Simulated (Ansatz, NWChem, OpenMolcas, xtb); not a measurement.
## Ligand exchange: CH3F + GeH(NH2) → CH5N + GeHF

Species: CH3F `CF`, singlet; GeH(NH2), singlet; CH5N `CN`, singlet; GeHF `[F][GeH]`, singlet. The partners trade F for NH2: C–F and Ge–NH2 bonds give way to C–NH2 and Ge–F.

Shapes, held fixed at every level: PBE0-D4/def2-TZVP. Flexible molecules stand in one conformer, not always the lowest. Programs: Ansatz 0.2.0, NWChem 7.3.0, OpenMolcas 26.06, xtb 6.7.1. A level may come from different programs for different species; with the same settings they agree closely. Electronic energies: no zero-point or thermal term.

```tsv
level	kind	ΔE (kJ/mol)
GFN2-xTB	semi-empirical	-97.4
HF/STO-3G	Hartree–Fock	+58.2
HF/3-21G	Hartree–Fock	+9.0
HF/def2-SVP	Hartree–Fock	-34.4
B3LYP/6-31G* (spherical functions)	global hybrid	-40.1
PBE0/def2-SVP	global hybrid	-27.7
```

PBE0/def2-SVP gives ΔE = -27.7 kJ/mol; the levels span -97.4 to +58.2. They disagree on the sign: 2 of 6 are positive. GFN2-xTB strays far from the other rows. The median of the levels is -31.1. No measured value is set beside it here. Relativity is left out for Ge. Rows in sets without polarisation functions are far from converged.
